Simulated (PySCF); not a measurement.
C3H9FOSi, SMILES COC[Si@H](C)F.

Coordinates come from a PBE-D3(BJ)/def2-SVP optimisation. The structure was generated by enumeration; whether it is a known compound was not checked. The values are those of a single conformer.

The numbers are results of PBE-D3(BJ)/def2-SVP (PySCF), not measurements.

Frequencies are harmonic and unscaled.

Computed harmonic wavenumbers and intensities:
| mode | ν (cm⁻¹) | IR (km/mol) | moving atoms (share of kinetic energy) |
|---|---|---|---|
| 1 | 69 | 0.9 | C 45 %, F 30 %, H 24 % |
| 2 | 82 | 4.3 | O 45 %, H 41 %, C 11 % |
| 3 | 117 | 0.4 | C 47 %, H 30 %, O 15 % |
| 4 | 144 | 0.1 | H 90 % |
| 5 | 211 | 1.2 | H 38 %, C 26 %, F 16 %, Si 10 %, O 10 % |
| 6 | 230 | 7.4 | F 34 %, H 31 %, C 19 %, Si 8 % |
| 7 | 248 | 1.7 | H 71 %, C 14 % |
| 8 | 305 | 11.3 | H 27 %, C 27 %, O 19 %, Si 18 %, F 8 % |
| 9 | 393 | 16.0 | Si 42 %, H 21 %, C 21 %, O 14 % |
| 10 | 623 | 21.4 | H 66 %, C 20 %, Si 8 % |
| 11 | 651 | 1.9 | C 47 %, H 41 % |
| 12 | 690 | 10.4 | H 67 %, C 28 % |
| 13 | 742 | 19.7 | H 69 %, C 21 % |
| 14 | 783 | 41.6 | H 49 %, C 30 %, Si 18 % |
| 15 | 813 | 11.5 | H 46 %, F 38 %, Si 12 % |
| 16 | 867 | 204.4 | H 69 %, Si 17 %, C 13 % |
| 17 | 920 | 179.7 | H 40 %, Si 36 %, F 15 %, C 8 % |
| 18 | 962 | 26.7 | C 54 %, O 28 %, H 17 % |
| 19 | 1133 | 0.5 | H 77 %, C 19 % |
| 20 | 1146 | 70.3 | H 37 %, C 32 %, O 31 % |
| 21 | 1165 | 69.4 | H 35 %, C 34 %, O 31 % |
| 22 | 1190 | 10.7 | H 87 % |
| 23 | 1216 | 39.9 | H 77 %, C 23 % |
| 24 | 1261 | 0.9 | H 64 %, C 31 % |
| 25 | 1374 | 5.1 | H 96 % |
| 26 | 1382 | 2.2 | H 96 % |
| 27 | 1395 | 24.1 | H 92 % |
| 28 | 1402 | 7.0 | H 97 % |
| 29 | 1412 | 3.6 | H 92 % |
| 30 | 1442 | 6.0 | H 91 % |
| 31 | 2164 | 152.9 | H 97 % |
| 32 | 2854 | 45.9 | H 95 % |
| 33 | 2887 | 74.2 | H 97 % |
| 34 | 2900 | 50.7 | H 91 %, C 9 % |
| 35 | 2945 | 52.8 | H 90 %, C 10 % |
| 36 | 2980 | 1.0 | H 97 % |
| 37 | 3061 | 20.9 | H 91 %, C 9 % |
| 38 | 3079 | 2.3 | H 91 %, C 9 % |
| 39 | 3094 | 0.8 | H 91 %, C 9 % |
